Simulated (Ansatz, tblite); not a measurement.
Cost and result up the ladder for PtO2 (3 atoms). The state is a singlet with charge 0. Geometry: PBE-D4/def2-TZVP.

```xyz
3

Pt    0.000    0.000    0.000
O     1.306    0.039   -1.105
O    -1.306   -0.039    1.105
```

Ansatz on 4 threads of Arm Neoverse V1 on a shared host; xTB runs through tblite on one thread. Times are rough, summed over both states, and most runs start from the orbitals of an earlier one. RPA@PBE/def2-TZVP serves as the yardstick here, not as an exact answer. The other state is a triplet at its own geometry.

In the def2 sets Pt takes a core potential; there is no spin–orbit coupling. The xTB rows come from tblite. LC-ωPBE has ω = 0.4 bohr⁻¹. Correlated methods freeze 2 core orbitals; core or outer-core shells of Pt are correlated, in sets that lack core-valence functions. At PBE0-D4/def2-TZVP a broken-symmetry singlet of charge 0 lies 1.08 eV below the triplet, each at its own geometry. The structure comes from a short search, and lower isomers may exist.

Run but left out: HF/def2-TZVP, HF/def2-TZVPP, PBE0-D4/def2-TZVP, MP2/def2-TZVP, MP2/def2-TZVPP, CCSD/def2-TZVPP, CCSD(T)/def2-TZVPP (singlet: restricted singlet, unstable towards broken spin symmetry); BHLYP-D4/def2-TZVP (singlet: restricted singlet, unstable in another Hartree–Fock run and untested here).

Correlated methods converge slowly with the basis.

xTB has no spin-polarisation term.

```
                            level  functions  triplet − singlet (eV)  difference from RPA@PBE/def2-TZVP (eV)
                RPA@PBE/def2-TZVP        102                    1.50                                    0.00
                         GFN1-xTB         17                    1.44                                   -0.06
              r2SCAN-D4/def2-TZVP        102                    1.17                                   -0.33
                LC-ωPBE/def2-TZVP        102                    1.07                                   -0.43
                         GFN2-xTB         17                    2.04                                    0.54
                 B97M-V/def2-TZVP        102                    1.12                                   -0.38
revPBE-D4/def2-TZVP (with forces)        102                    1.23                                   -0.27
                 PBE-D4/def2-TZVP        102                    1.28                                   -0.22
```

**Question.** Estimate how long each takes.

**Answer.** GFN1-xTB 0.004 s; GFN2-xTB 0.004 s; PBE-D4/def2-TZVP 2 s; revPBE-D4/def2-TZVP (with forces) 2.2 s; RPA@PBE/def2-TZVP 3.7 s; LC-ωPBE/def2-TZVP 5.2 s; r2SCAN-D4/def2-TZVP 8.4 s; B97M-V/def2-TZVP 14 s. On shared hardware such times vary by a factor of up to 3.
